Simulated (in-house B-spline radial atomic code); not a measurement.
Computed with a B-spline radial atomic code. Model: two electrons, singlet ground state, non-relativistic, full CI in B-splines with partial waves to l = 8 (at full coupling up to 3e-4 hartree above the limit, correlation up to 0.6 % small), density held at that of full coupling by Lieb maximisation.

W(λ) is the mean repulsion in the state of coupling λ less the Hartree energy of the fixed density. Its start is exact exchange, its initial slope is twice the second-order Görling-Levy correlation energy, and its area from 0 to 1 is E_xc. A straight curve means weak, dynamic correlation, and a curve that drops fast and flattens means strong correlation.

Command:
```bash
python run_ac.py task.json out
```
Settings (lengths in bohr, energies in hartree):
```
potential              yukawa
strength               1.68
lmax                   8
second                 0.176
```

Run time, properties included: 70 s on 1 thread of Intel(R) Xeon(R) Processor @ 2.30GHz, with other jobs on the host.

**W = mean repulsion less Hartree energy, and W of three functionals.**

Given: confinement screened point charge; nuclear charge 1.68; screening of the nucleus 0.176 1/bohr; external potential -Z exp(-k r)/r.

Computed: PBE exchange minus exact 4.6929 millihartree; SCAN exchange minus exact -6.536 millihartree.

| coupling | W xc (hartree) | W xc minus exchange (millihartree) | kinetic minus Kohn-Sham (millihartree) | LDA (PW92) W minus its exchange (millihartree) | PBE W minus its exchange (millihartree) | SCAN W minus its exchange (millihartree) |
| --- | --- | --- | --- | --- | --- | --- |
| 0 | -0.80667 | 0 | 0 | 0 | 0 | 0 |
| 0.02 | -0.80864 | -1.972 | 0.02 | -11.26 | -1.7 | -1.81 |
| 0.05 | -0.81155 | -4.888 | 0.12 | -22.79 | -4.28 | -4.43 |
| 0.12 | -0.81817 | -11.501 | 0.68 | -43.04 | -10.31 | -10.3 |
| 0.25 | -0.82977 | -23.109 | 2.82 | -70.77 | -21.25 | -20.43 |
| 0.4 | ? | ? | ? | ? | ? | ? |
| 0.6 | -0.85726 | -50.591 | 14.35 | -121.54 | -48.06 | -44.08 |
| 0.8 | -0.87087 | -64.205 | 23.86 | -143.03 | -61.64 | -55.77 |
| 1 | -0.88321 | -76.547 | 34.95 | -161.36 | -74.1 | -66.43 |
| 1.4 | ? | ? | ? | ? | ? | ? |
| 2 | -0.93071 | -124.04 | 104.49 | -226.4 | -123.62 | -108.54 |
| 3 | -0.96269 | -156.03 | 183.5 | -268.52 | -159 | -138.45 |
| 4.5 | -0.99484 | -188.18 | 302.29 | -311.72 | -197.12 | -170.25 |
| 7 | -1.0274 | -220.72 | 485.64 | -358.03 | -239.46 | -204.18 |

What belongs in the row 0.4?

W xc (hartree): -0.84218; W xc minus exchange (millihartree): -35.514; kinetic minus Kohn-Sham (millihartree): 6.84; LDA (PW92) W minus its exchange (millihartree): -95.37; PBE W minus its exchange (millihartree): -33.24; SCAN W minus its exchange (millihartree): -31.13.

What belongs in the row 1.4?

W xc (hartree): -0.9047; W xc minus exchange (millihartree): -98.037; kinetic minus Kohn-Sham (millihartree): 60.6; LDA (PW92) W minus its exchange (millihartree): -191.54; PBE W minus its exchange (millihartree): -96.16; SCAN W minus its exchange (millihartree): -85.22.

What is the LDA exchange minus exact?

109.03 millihartree.

**Energy parts, natural occupations and partial-wave weights.**

Computed: total energy -1.3899 hartree; exchange energy -0.80667 hartree; correlation energy -0.0416 hartree; kinetic part of the DFT correlation energy 0.034947 hartree; initial slope twice GL2 -0.099186 hartree; Kohn-Sham kinetic 1.8384 hartree; Lieb Oxford ratio E_xc over LDA exchange 1.2159.

```json
{"natural": "s", "occupation of the shell (electrons)": "1.9744"}
{"natural": "s", "occupation of the shell (electrons)": "0.013713"}
{"natural": "p", "occupation of the shell (electrons)": "0.010726"}
{"natural": "d", "occupation of the shell (electrons)": "0.00041582"}
{"natural": "p", "occupation of the shell (electrons)": "?"}
{"natural": "s", "occupation of the shell (electrons)": "0.00019512"}
```

What belongs in the row p?

occupation of the shell (electrons): 0.00032988.

```csv
wave,weight
s,0.99418
p,0.0055434
d,?
f,3.0863e-05
g,6.9652e-06
```

What belongs in the row d?

weight: 0.00023229.

What is the kinetic part over minus potential part?

0.45655.

What is the Hartree energy?

1.6133 hartree.

Half-way to full coupling W has made 56 % of its drop, against 50 % for a straight line, and second-order (GL2) theory, half the initial slope, overshoots the correlation energy by about 19 %: a moderate bend, as in light atoms. Over couplings 0 to 1 the errors in E_xc come to about +49 millihartree for LDA, +6.8 millihartree for PBE, -1.2 millihartree for SCAN, so SCAN is nearest. In LDA and SCAN the errors of exchange and correlation have opposite signs, so the sum is smaller than the larger of the two.
